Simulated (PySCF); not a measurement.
Isomers of C7H12FN, mass 129.095 u with the commonest isotopes. Method used: PBE0/pcSseg-1 in PySCF (dipole) on a GFN2-xTB geometry, gas phase. One conformer each, none proved a minimum here; rigid rotors.

Question: Order these by out-of-plane moment Σ m c² = (Ia + Ib − Ic)/2, smallest first.
A. `[CH3:1][CH2:2][C:3]1=[C:4]([F:5])[N:6]([CH3:7])[CH2:8][CH2:9]1` with C1–C2–C3–C4 103°, C3–C4–N6–C7 148°, C4–N6–C8–C9 -17°, N6–C8–C9–C3 15°, C2–C3–C9–C8 173°
B. `[CH3:1][C@@:2]1([CH:3]2[CH2:4][CH2:5]2)[NH:6][C@H:7]1[CH2:8][F:9]` with C1–C2–C3–C4 86°, N6–C7–C8–F9 -104°
C. `[CH2:1]=[C:2]([CH2:3][CH3:4])[C@@H:5]1[NH:6][CH2:7][C@@H:8]1[F:9]` with C1–C2–C3–C4 -98°, C1–C2–C5–N6 13°, C2–C5–N6–C7 -101°, C5–N6–C7–C8 -15°, N6–C7–C8–F9 132°, C2–C5–C8–C7 106°
D. `[CH2:1]=[C:2]([F:3])[C@@H:4]1[CH2:5][C@@H:6]1[N:7]([CH3:8])[CH3:9]` with C1–C2–C4–C5 34°, C5–C6–N7–C8 80°

Answer: A (32.73 u·Å²), B (38.59 u·Å²), D (61.97 u·Å²), C (75.40 u·Å²).

Question: Order these by radius of gyration √(Σ m r²/M), largest first.
A. `[CH3:1][C@@:2]1([CH:3]2[CH2:4][CH2:5]2)[NH:6][C@H:7]1[CH2:8][F:9]` with C1–C2–C3–C4 86°, N6–C7–C8–F9 -104°
B. `[CH2:1]=[C:2]([CH2:3][CH3:4])[C@@H:5]1[NH:6][CH2:7][C@@H:8]1[F:9]` with C1–C2–C3–C4 -98°, C1–C2–C5–N6 13°, C2–C5–N6–C7 -101°, C5–N6–C7–C8 -15°, N6–C7–C8–F9 132°, C2–C5–C8–C7 106°
C. `[CH3:1][CH2:2][C:3]1=[C:4]([F:5])[N:6]([CH3:7])[CH2:8][CH2:9]1` with C1–C2–C3–C4 103°, C3–C4–N6–C7 148°, C4–N6–C8–C9 -17°, N6–C8–C9–C3 15°, C2–C3–C9–C8 173°

Answer: A (2.255 Å), C (2.111 Å), B (2.086 Å).

Question: Order these by rotational constant B, smallest first.
A. `[CH2:1]=[C:2]([CH2:3][CH3:4])[C@@H:5]1[NH:6][CH2:7][C@@H:8]1[F:9]` with C1–C2–C3–C4 -98°, C1–C2–C5–N6 13°, C2–C5–N6–C7 -101°, C5–N6–C7–C8 -15°, N6–C7–C8–F9 132°, C2–C5–C8–C7 106°
B. `[CH2:1]=[C:2]([F:3])[C@@H:4]1[CH2:5][C@@H:6]1[N:7]([CH3:8])[CH3:9]` with C1–C2–C4–C5 34°, C5–C6–N7–C8 80°
C. `[CH3:1][C@@:2]1([CH:3]2[CH2:4][CH2:5]2)[NH:6][C@H:7]1[CH2:8][F:9]` with C1–C2–C3–C4 86°, N6–C7–C8–F9 -104°
D. `[CH3:1][CH2:2][C:3]1=[C:4]([F:5])[N:6]([CH3:7])[CH2:8][CH2:9]1` with C1–C2–C3–C4 103°, C3–C4–N6–C7 148°, C4–N6–C8–C9 -17°, N6–C8–C9–C3 15°, C2–C3–C9–C8 173°

Answer: C (932.9 MHz), B (1109 MHz), A (1148 MHz), D (1215 MHz).

```json
{"SMILES": "C[C@@]1(C2CC2)N[C@H]1CF", "point group": "C1", "Ia (u·Å²)": "153.32", "Ib (u·Å²)": "541.75", "Ic (u·Å²)": "617.88", "κ": "-0.91", "μa (D)": "0.71", "μb (D)": "2.49", "μc (D)": "0.69"}
{"SMILES": "CCC1=C(F)N(C)CC1", "point group": "C1", "Ia (u·Å²)": "191.75", "Ib (u·Å²)": "416.11", "Ic (u·Å²)": "542.41", "κ": "-0.67", "μa (D)": "0.65", "μb (D)": "1.43", "μc (D)": "0.70"}
{"SMILES": "C=C(CC)[C@@H]1NC[C@@H]1F", "point group": "C1", "Ia (u·Å²)": "196.84", "Ib (u·Å²)": "440.21", "Ic (u·Å²)": "486.24", "κ": "-0.86", "μa (D)": "0.35", "μb (D)": "0.45", "μc (D)": "0.07"}
{"SMILES": "C=C(F)[C@@H]1C[C@@H]1N(C)C", "point group": "C1", "Ia (u·Å²)": "185.95", "Ib (u·Å²)": "455.71", "Ic (u·Å²)": "517.73", "κ": "-0.85", "μa (D)": "2.39", "μb (D)": "0.72", "μc (D)": "0.19"}
```
